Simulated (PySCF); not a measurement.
## Calculated NMR parameters of FC(F)c1ccc([SiH3])o1

* Formula: C5H6F2OSi
* SMILES: FC(F)c1ccc([SiH3])o1
* InChI: InChI=1S/C5H6F2OSi/c6-5(7)3-1-2-4(9)8-3/h1-2,5H,9H3
* Point group of the computed structure: Cs
* Degrees of unsaturation: 3
* Carbon signals: 5
* Proton signals: 4

Bonds (- single, = double, # triple, : aromatic): F1-C2 1.359 Å, C2-F3 1.360 Å, C2-C4 1.489 Å, C4:C5 1.367 Å, C5:C6 1.410 Å, C6:C7 1.370 Å, C7-Si8 1.878 Å, C7:O9 1.353 Å, O9:C4 1.348 Å. C2 carries H10; C5 carries H11; C6 carries H12; Si8 carries H13, H14, H15.

PySCF 2.14 calculation with geometry: GFN2-xTB and shielding tensors at PBE0/pcSseg-1 (GIAO); single conformer, no relativistic terms, fast rotation and ring inversion assumed for equivalent nuclei, no solvent.

Referencing at the same level of theory: TMS for $^{1}$H, $^{13}$C, $^{29}$Si; $^{19}$F vs CFCl3; $^{17}$O vs H2O.

| carbon | δC, type | δH (multiplicity) | HMBC from (2–3 bonds) | span of the C tensor (ppm) |
| --- | --- | --- | --- | --- |
| C2 | 116.0, CH | 7.01 (m) | H11 | 31 |
| C4 | 163.7, C | – | H11, H12, H10 | 144 |
| C5 | 118.5, CH | 7.24 (m) | H12, H10 | 183 |
| C6 | 131.6, CH | 7.23 (m) | H11, H13/H14/H15 | 194 |
| C7 | 155.0, C | – | H11, H12, H13/H14/H15 | 152 |

Other nuclei:
```
      atoms    nucleus                        environment  δ (ppm)  σ (ppm)
H13/H14/H15    $^{1}$H  hydrogen on a silicon bonded to C     4.47    27.24
      F1/F3   $^{19}$F            fluorine of a CF2 group   -121.8    292.7
        Si8  $^{29}$Si           silicon bonded to C, 3 H    -85.8    434.9
         O9   $^{17}$O               aromatic ring oxygen    324.0     12.0
```

- Carbon types of the structure: 2 × C, 3 × CH, leaving 3 H on heteroatoms.
- δC 163.7, 155.0: substituted aromatic carbon next to the ring oxygen.
- δC 131.6, 118.5: aromatic CH.
- δC 116.0: sp3 CH bonded to 2 F, on an aromatic ring; 2 electronegative neighbours deshield it.
- δH 7.24, 7.23: hydrogen on an aromatic CH; it sits in the deshielding region of the aromatic ring current.
- δH 7.01: hydrogen on an sp3 CH bonded to 2 F, on an aromatic ring; its carbon carries F, hence the downfield position.

Splittings by $^{19}$F in the carbon and heteronuclear signals aren't shown, as no couplings were computed. Shifts are as computed. Against solution values, carbons near 30 ppm lie about +3 ppm off and those near 130 ppm about +5 ppm. Of 1211 compounds with measured shifts, 218 miss one by over three times the rms of a fit or turn the order of signals round; such compounds aren't used in these exercises. Unscaled 19F shifts against computed CFCl3 carry errors that often reach 10 to 50 ppm. Unscaled 17O shifts of doubly bonded oxygen tend to come out too high, by tens of ppm or more. Experimental scales use liquid or dissolved standards, which lie at an offset from isolated H2O (liquid H2O: subtract about 36 ppm). No couplings were computed; multiplicities are counted from neighbouring protons, with m where these are inequivalent, close in shift, in a saturated or five-membered ring or joined by F or P, and br s for small geminal =CH2 splittings.
